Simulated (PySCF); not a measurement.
A structure optimised at B3LYP-D3(BJ)/def2-SVP, used in a PySCF frequency run:

```xyz
6

Al     0.3491     0.0288     0.0000
Cl    -0.7167     1.8398     0.0000
O      2.0425    -0.0211     0.0000
H      2.6407     0.7316     0.0000
S     -0.7343    -1.8526     0.0000
H      0.4142    -2.5723     0.0000
```

Write its SMILES, formula and point group.

[OH][Al]([SH])[Cl], AlClH2OS, Cs

What are its rotational constants (standard atomic weights)?

4.4902, 2.1310, 1.4452 GHz
